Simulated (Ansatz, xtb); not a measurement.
## C4H8SSe: which of two isomers lies lower

Structure X is `CC(=S)[C@H](C)[SeH]`, a singlet and structure Y is `CC1(S)C[Se]C1`, a singlet. Both are isolated molecules in the gas phase, relaxed with B3LYP-D3(BJ)/def2-SVP; each stands in its lowest conformer found.

Question: Estimate which is lower in electronic energy at CCSD(T)/def2-SVP + ΔMP2/def2-TZVPP, and by roughly how much.

Answer: Too close to call at this level: CCSD(T)/def2-SVP + ΔMP2/def2-TZVPP gives E(Y) − E(X) = −0.67 kJ/mol.

Level by level:

| level | geometry | E(Y) − E(X) (kJ/mol) | departure from the last row (kJ/mol) | job, with rough time for the two |
| --- | --- | --- | --- | --- |
| GFN2-xTB | GFN2-xTB | −16.45 | −15.78 | optimisation, 0.5 s |
| HF/STO-3G | GFN2-xTB | −113.77 | −113.11 | single point, 0.63 s |
| r2SCAN-D4/def2-SVP | GFN2-xTB | +13.50 | +14.16 | single point, 4.8 s |
| B3LYP-D3(BJ)/def2-SVP | B3LYP-D3(BJ)/def2-SVP | +20.19 | +20.86 | optimisation, 53 s |
| HF/def2-SVP | B3LYP-D3(BJ)/def2-SVP | +21.65 | +22.32 | part of the CCSD(T) run |
| MP2/def2-SVP | B3LYP-D3(BJ)/def2-SVP | +15.54 | +16.21 | part of the CCSD(T) run |
| CCSD(T)/def2-SVP | B3LYP-D3(BJ)/def2-SVP | +19.69 | +20.36 | single point |
| CCSD(T)/def2-SVP + ΔMP2/def2-TZVPP | B3LYP-D3(BJ)/def2-SVP | −0.67 |  | single point, 1.7 min |

As drawn, Y has 1 C–S, 1 C–Se, 1 S–H in place of 1 C=S, 1 Se–H. Structure X has no ring, Y a 4-membered ring.

The largest departure from CCSD(T)/def2-SVP + ΔMP2/def2-TZVPP is that of HF/STO-3G, 113.11 kJ/mol. The last row adds to CCSD(T) the change of the MP2 difference between the two basis sets, here −20.36 kJ/mol, a large step that makes the value less sure.

With thermal terms from frequencies at re-optimised GFN2-xTB minima (ideal gas, soft modes damped towards free rotors, one conformer each, 298.15 K, 1 atm): the zero-point term adds +4.57 kJ/mol; ΔH is +0.88 and ΔG +8.63 kJ/mol.

The correlated steps freeze 18 core orbitals; the filled d shell of Se is correlated, in a basis made for valence electrons. Mirror images aren't counted in ΔG. Run with Ansatz 0.2.0, xtb 6.7.1; the last row on 4 threads of Arm Neoverse V1 on a shared host.
